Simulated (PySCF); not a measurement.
The same groups moved round the core (silole silyl). Isolated molecules, 0 K electronic values unless said otherwise. Strings in code marks are SMILES.

Calculation: B3LYP-D3(BJ)/def2-TZVP run with PySCF. B3LYP has the VWN-RPA correlation part, as in Gaussian. Excitations are Tamm–Dancoff values on a coarser integration grid. The basis has no diffuse functions, so Rydberg states are missing or too high.

```
species                 LUMO (eV)  brightest of the four lowest singlets (TDA) (eV)  S1 excitation (TDA) (eV)  dipole moment (D)
----------------------  ---------  ------------------------------------------------  ------------------------  -----------------
`[SiH3]C1=CC=C[SiH2]1`      -2.02                                              4.54                      4.54               1.29
`[SiH3]C1=C[SiH2]C=C1`      -1.94                                              4.55                      4.55               0.29
`[SiH3][SiH]1C=CC=C1`       -1.76                                              5.25                      4.58               0.71
```
